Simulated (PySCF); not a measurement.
# Property card for `C1C[C@H](C)[Si]2(C1)CCCC2`

Species: C9H18Si.
Atom-mapped SMILES: `[CH3:1][C@H:2]1[CH2:3][CH2:4][CH2:5][Si:6]12[CH2:7][CH2:8][CH2:9][CH2:10]2` (hydrogens: H11, H12, H13 on C1; H14 on C2; H15, H16 on C3; H17, H18 on C4; H19, H20 on C5; H21, H22 on C7; H23, H24 on C8; H25, H26 on C9; H27, H28 on C10)

From PBE0-D3(BJ)/def2-SVP geometry optimisation, gas phase (PySCF):

```yaml
Point_group: C1
Rotational_constants_A_B_C: 1.794, 0.841, 0.720 GHz
```

**PBE0/pcSseg-1 ground state and GIAO shieldings, non-relativistic (PySCF)**

```yaml
Dipole_moment: 0.08 D
HOMO_energy: -7.39 eV
LUMO_energy: 1.18 eV
HOMO–LUMO_gap: 8.57 eV
Lowest_Hirshfeld_atomic_charge: -0.17 e on C5/C7
Highest_Hirshfeld_atomic_charge: +0.39 e on Si6
13C_chemical_shifts_computed_TMS_as_zero_by_class: 40.5 (C3), 30.9 (C8), 30.3 (C9), 29.0 (C4), 23.0 (C2), 17.5 (C1), 15.3 (C5), 14.7 (C7), 10.8 (C10) ppm
1H_chemical_shifts_computed_TMS_as_zero_by_class: 1.92 (H26), 1.92 (H23), 1.90 (H17), 1.87 (H16), 1.20 (H18), 1.07 (H25), 1.06 (H11/H12/H13), 1.03 (H24), 0.84 (H15), 0.76 (H20), 0.73 (H21), 0.68 (H14), 0.63 (H19), 0.57 (H28), 0.50 (H27), 0.47 (H22) ppm
Isotropic_shieldings_of_nuclei_other_than_C_and_H_by_class: 316 (Si6) ppm
Mayer_bond_orders_between_heavy_atoms: C1–C2 1.05, C2–C3 1.01, C3–C4 1.03, C4–C5 1.04, C5–Si6 0.90, Si6–C7 0.89, C7–C8 1.04, C8–C9 1.02, C9–C10 1.04, Si6–C2 0.84, C10–Si6 0.90
```

Monoisotopic mass from the formula: 154.1178 u.

With B = h/(8π²I), that is 505.379 GHz u Å² over I, the principal moments of inertia are 281.7, 601.2 and 701.8 u Å² (most abundant isotopes); the inertial defect Ic − Ia − Ib is -181.1 u Å² (zero for a rigid planar frame, negative otherwise). The rotational constants make it an asymmetric top with κ = (2B − A − C)/(A − C) = -0.78, nearer the prolate limit (−1).

 NMR classes are plain means over equivalent atoms (diastereotopic ones count apart unless rotation or inversion swaps them), as if these changed places fast; in this geometry the members of some classes differ.

One conformer stands for the species.
